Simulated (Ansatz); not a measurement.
# Ligand exchange: KBr + BH2(NH2) → KNH2 + BH2Br

Species: KBr, singlet; BH2(NH2), singlet; KNH2 `[NH2][K]`, singlet; BH2Br `BBr`, singlet. The partners trade Br for NH2: K–Br and B–NH2 bonds give way to K–NH2 and B–Br.

Shapes, held fixed at every level: PBE0-D4/def2-TZVP. Programs: Ansatz 0.2.0. The zero-point and thermal change to 298 K, harmonic and unscaled (PBE0-D4/def2-TZVP), is -14.0 kJ/mol.

| level | kind | ΔH(298 K) (kJ/mol) | less CCSD(T)/def2-TZVPP | CPU time (sum over the molecules) |
| --- | --- | --- | --- | --- |
| HF/def2-TZVPP | Hartree–Fock | +349.2 | +42.2 | – |
| SPW92/def2-TZVPP | LDA | +309.4 | +2.4 | 5.1 s |
| r2SCAN-D4/def2-TZVPP | meta-GGA | +313.5 | +6.5 | 17 s |
| B3LYP-D4/def2-TZVPP | global hybrid | +312.4 | +5.4 | 12 s |
| r2SCAN0-D4/def2-TZVPP | global hybrid | +323.6 | +16.6 | 17 s |
| wB97X-V/def2-TZVPP | range-separated hybrid | +316.1 | +9.1 | 32 s |
| CCSD(T)/def2-SVP | coupled cluster or CI | +338.3 | +31.3 | 5.2 s |
| CCSD(T)/def2-TZVPP | coupled cluster or CI | +307.0 | 0.0 | 23 s |

The highest level, CCSD(T)/def2-TZVPP, gives ΔH(298 K) = +307.0 kJ/mol; the levels span +307.0 to +349.2. The column of differences is taken from that level and isn't an error. No measured value is set beside it here. Relativity is left out for Br unless named. Correlated rows may include outer-core shells of Br, K, which these sets cover unevenly. Times are processor times on shared x86 and Arm servers, and rough.
